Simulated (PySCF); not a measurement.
C4H6OSi, SMILES O=C1CC=C[SiH2]1. Atoms are numbered in the order given.

```xyz
12

O      0.1438    -2.2319     0.0000
C     -0.0326    -1.0358     0.0000
C     -1.4295    -0.3925     0.0000
C     -1.3013     1.1044     0.0000
C     -0.0840     1.6938     0.0000
Si     1.2758     0.4190     0.0000
H     -1.9929    -0.7639    -0.8778
H     -1.9929    -0.7639     0.8778
H     -2.2259     1.6986     0.0000
H     -0.0058     2.7859     0.0000
H      2.1456     0.4064    -1.2142
H      2.1456     0.4064     1.2142
```

Geometry: r2SCAN-D4/def2-SVP. The structure was generated by enumeration, and PubChem lists no compound with its InChIKey, so it may never have been made. Other conformers were not sampled.

All values below come from PBE/def2-TZVP run with PySCF.

The molecule is in vacuum.

Computed frontier levels, gap, dipole moment and polarisability:
The highest occupied level is -5.31 eV and the lowest empty level comes out as -2.56 eV. The orbital gap comes out as 2.74 eV. The dipole moment is 2.77 D. The quadrupole, principal values (traceless, Buckingham form, about the centre of nuclear charge) is -6.66, 0.88, 5.78 D·Å. The mean static polarisability is 75.3 bohr³ (11.16 Å³) and the polarisability, principal values is 53.7, 78.6, 93.7 bohr³.
